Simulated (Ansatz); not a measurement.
`C=N[SiH](N)F` + H₂ → `C=N[SiH2]F` + NH₃ at 400 K and 1 bar (hydrogenolysis of the Si–N bond).

Program: Ansatz. Geometries: PBE0-D4/def2-TZVP. ΔE: electronic, gas phase. CBS: MP2 limit from def2 TZ/QZ plus the TZ coupled-cluster correction, frozen cores. This one scheme is used for every species. Each species was taken in one conformer, which may not be the lowest.

| species | CCSD(T)/CBS energy (Eh) | H − E (kJ/mol) | S (J/(mol·K)) |
| --- | --- | --- | --- |
| `C=N[SiH](N)F` | -539.43710 | 213.5 | 382.1 |
| H₂ | -1.17544 | 38.0 | 139.0 |
| `C=N[SiH2]F` | -484.08456 | 158.8 | 328.8 |
| NH₃ | -56.50880 | 104.2 | 203.1 |

H − E and S are ideal-gas, rigid-rotor, harmonic terms from PBE0-D4/def2-TZVP, for one conformer and one mirror image of each species. For small species the MP2-based limit differs from directly extrapolated CCSD(T) by up to some mEh (0.8 for H₂); such offsets cancel only in part. 1 Eh = 2625.50 kJ/mol, R = 8.31446 J/(mol·K).

Problem. By hand: ΔE, ΔH, ΔS and ΔG.

Solution. ΔE = (-484.08456) + (-56.50880) − (-539.43710) − (-1.17544) = 0.01918 Eh = 50.4 kJ/mol. Δ(H − E) = 158.8 + 104.2 − 213.5 − 38.0 = 11.5, so ΔH = 61.9 kJ/mol. ΔS = 328.8 + 203.1 − 382.1 − 139.0 = 10.8 J/(mol·K). ΔG = 61.9 − 400 × (10.8)/1000 = 57.6 kJ/mol.

Problem. By hand: the equilibrium constant, and the temperature at which ΔG would vanish if ΔH and ΔS stayed fixed.

Solution. log₁₀ K = −ΔG/(RT ln 10) = -7.5. ΔG = 0 at ΔH/ΔS = 5731 K, far beyond where these terms or the molecules hold.

The number of gas molecules stays the same, so ΔS is small and ΔH decides. A doubt of 5 kJ/mol in ΔE shifts log₁₀ K by 0.7 here. Other conformers and mirror images would add mixing entropy, several J/(mol·K) or more a flexible species. These are equilibria of isolated gas molecules and say nothing of rates. Largest T1 diagnostic: 0.013 (customary marks: 0.02 for closed shells, 0.045 for open ones).
